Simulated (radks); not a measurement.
Problem. All-electron atom: the ytterbium ion Yb+ in [Kr] 4d10 4f14 5s1 5p6 6s2 (not the ground configuration). Method: scalar-relativistic Kohn-Sham, PBE, spin-unpolarised, spherical densities, finite nucleus; Fermi nuclear charge, rms radius 5.3108 fm; computed with a radial shooting solver on a logarithmic mesh with Libxc functionals. Some entries of the table are withheld. Estimate them.

orbital  occ.  eigenvalue (Ry)  r(max) (bohr)  <r> (bohr)
1s          2              (1)        0.01237     0.01966
2s          2        -763.4467        0.07058     0.08334
2p          6        -673.0790            (2)     0.07414
3s          2        -172.7994         0.1994      0.2167
3p          6        -145.5475            (3)      0.2162
3d         10        -112.3439         0.1603      0.1961
4s          2        -34.76604         0.4552      0.4881
4p          6        -25.82479         0.4764      0.5185
4d         10        -14.04690         0.4912      0.5605
5s          1         -4.97751          1.067         (4)
5p          6              (5)          1.220       1.413
4f         14         -1.17823         0.4839      0.7615
6s          2         -0.80439          2.906         (6)
5d          0         -0.68935          1.766       2.373
6p          0         -0.48011          3.702       4.257

Solution. 
(1) 1s eigenvalue (Ry): -4501.127
(2) 2p r(max) (bohr): 0.05756
(3) 3p r(max) (bohr): 0.1966
(4) 5s <r> (bohr): 1.195
(5) 5p eigenvalue (Ry): -2.90635
(6) 6s <r> (bohr): 3.301
